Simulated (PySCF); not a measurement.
Cl2GeH4OSi, SMILES Cl[SiH](Cl)[O][GeH3].

Geometry optimised at B3LYP-D3(BJ)/def2-SVP. The structure was generated by enumeration, and PubChem lists no compound with its InChIKey, so it may never have been made. The values are those of a single conformer.

Calculation: PySCF with TDDFT-PBE0/def2-SVPD.

Vertical excitations. Isolated molecule, no solvent.

Computed lowest excited states:
```csv
state,energy (eV),λ (nm),f,main pairs
S1,7.23,172,0.006,HOMO→LUMO 81 %
S2,7.56,164,0.015,"HOMO−1→LUMO 45 %, HOMO−3→LUMO 37 %, HOMO−2→LUMO 11 %"
S3,7.78,159,0.025,"HOMO→LUMO+1 48 %, HOMO→LUMO+2 22 %, HOMO−2→LUMO 12 %"
S4,7.83,158,0.000,"HOMO−2→LUMO 46 %, HOMO−1→LUMO 15 %, HOMO→LUMO+1 14 %, HOMO→LUMO 10 %"
S5,7.99,155,0.042,"HOMO−3→LUMO 53 %, HOMO−1→LUMO 27 %, HOMO−2→LUMO 13 %"
S6,8.09,153,0.000,"HOMO−2→LUMO+1 23 %, HOMO−1→LUMO+1 15 %, HOMO−4→LUMO 14 %, HOMO−2→LUMO+2 13 %"
S7,8.13,152,0.030,"HOMO−2→LUMO+1 22 %, HOMO−2→LUMO+2 17 %, HOMO−4→LUMO 16 %, HOMO−1→LUMO+1 9 %"
S8,8.14,152,0.015,"HOMO−4→LUMO 46 %, HOMO−1→LUMO+1 19 %"
S9,8.15,152,0.040,"HOMO→LUMO+2 45 %, HOMO→LUMO+1 21 %, HOMO−1→LUMO+2 7 %, HOMO−4→LUMO+1 7 %"
S10,8.32,149,0.033,"HOMO−3→LUMO+1 52 %, HOMO−1→LUMO+1 24 %, HOMO−3→LUMO+2 10 %"
T1,6.84,181,0,HOMO→LUMO 70 %
T2,7.11,174,0,"HOMO−3→LUMO 40 %, HOMO−1→LUMO 36 %, HOMO−2→LUMO 12 %, HOMO−5→LUMO 7 %"
T3,7.35,169,0,"HOMO→LUMO+1 38 %, HOMO→LUMO+2 31 %, HOMO−2→LUMO+2 8 %"
T4,7.55,164,0,"HOMO−1→LUMO+2 27 %, HOMO−1→LUMO+1 25 %, HOMO−3→LUMO+2 14 %, HOMO−2→LUMO+2 9 %"
```
Triplets are in the Tamm–Dancoff approximation, which puts them higher than full response would, so one can lie above its singlet here.
